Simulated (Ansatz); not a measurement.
Ansatz (an electronic-structure program) input (CCSD(T)/aug-cc-pV(D+d)Z):
A basis named .json is the Basis Set Exchange file of that set.

Ansatz 0.2 input:
```yaml
crystal:
  periodic: [false, false, false]
  atoms:
    - {symbol: Si, position_ang: [-0.02157484, 0.00592806, 0.01518771]}
    - {symbol: O, position_ang: [-0.58324766, -1.45780421, 0.53314996]}
    - {symbol: N, position_ang: [-1.22147264, 1.26719952, -0.05883350]}
    - {symbol: N, position_ang: [1.15788753, 0.67080087, 1.04512113]}
    - {symbol: N, position_ang: [0.57457046, -0.36281708, -1.54546164]}
    - {symbol: H, position_ang: [-0.84240440, -1.51491841, 1.45573632]}
    - {symbol: H, position_ang: [-2.12347604, 0.95427118, -0.42226862]}
    - {symbol: H, position_ang: [2.02518689, 0.22139256, 1.28296021]}
    - {symbol: H, position_ang: [1.11220952, 1.63461219, 1.32806744]}
    - {symbol: H, position_ang: [1.08082119, 0.32056269, -2.08379637]}
    - {symbol: H, position_ang: [0.13879436, -1.06276272, -2.12430848]}
basis:
  gaussian:
    orbitals: aug-cc-pV_D+d_Z.json
magnetization: {spin_polarized: true, initial_magnetization: 1}
correlation: {method: ccsd_t, electrons: outside_noble_gas}
output: {forces: true}
```

End of the output:

```
perturbative correction -0.71455768 eV, -0.0262595103 hartree
the calculation of the forces begins
Total energy: -14467.40429960 eV, -531.6673016513 hartree
Atom 0 at    -0.021575     0.005928     0.015188 Å, force     0.256239     0.073017    -0.143034 eV/Å
Atom 1 at    -0.583248    -1.457804     0.533150 Å, force    -0.195993    -0.699106    -0.024722 eV/Å
Atom 2 at    -1.221473     1.267200    -0.058833 Å, force    -0.083764     0.688619     0.192431 eV/Å
Atom 3 at     1.157888     0.670801     1.045121 Å, force    -0.032305     0.040611     0.119771 eV/Å
Atom 4 at     0.574570    -0.362817    -1.545462 Å, force     0.141676    -0.195511     0.061344 eV/Å
Atom 5 at    -0.842404    -1.514918     1.455736 Å, force    -0.047842     0.013176     0.190672 eV/Å
Atom 6 at    -2.123476     0.954271    -0.422269 Å, force    -0.366653    -0.149992    -0.149531 eV/Å
Atom 7 at     2.025187     0.221393     1.282960 Å, force     0.326726    -0.172095     0.073960 eV/Å
Atom 8 at     1.112210     1.634612     1.328067 Å, force    -0.007592     0.385827     0.115708 eV/Å
Atom 9 at     1.080821     0.320563    -2.083796 Å, force     0.187806     0.265752    -0.210045 eV/Å
Atom 10 at     0.138794    -1.062763    -2.124308 Å, force    -0.178298    -0.250297    -0.226554 eV/Å
Dipole moment:     0.086515    -0.051169     0.024401 e Å
```

It need not be the lowest isomer of its formula.
